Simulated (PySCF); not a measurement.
GeH₆O₂Si, SMILES [OH][GeH2][O][SiH3].

Geometry optimised at PBE0-D3(BJ)/def2-SVP. This is a generated structure with no PubChem entry under its InChIKey; it may be hypothetical. One conformer was computed; it need not be the lowest.

Two levels are set side by side: PBE/def2-TZVP (PySCF) and r2SCAN/def2-TZVP (PySCF). Same geometry, gas phase. Differences are taken from unrounded values.

| quantity | r2SCAN | PBE | PBE minus r2SCAN |
|---|---|---|---|
| orbital gap (eV) | 6.99 | 6.22 | -0.77 |
| highest occupied level (eV) | -7.48 | -7.11 | 0.37 |
| lowest empty level (eV) | -0.49 | -0.89 | -0.40 |
| dipole moment (D) | 1.17 | 1.14 | -0.03 |
| mean polarisability (bohr³) | 60.9 | 63.1 | 2.2 |

Rough cost on one machine, each run with all the roots and properties that it gave: r2SCAN against PBE about 3 times.
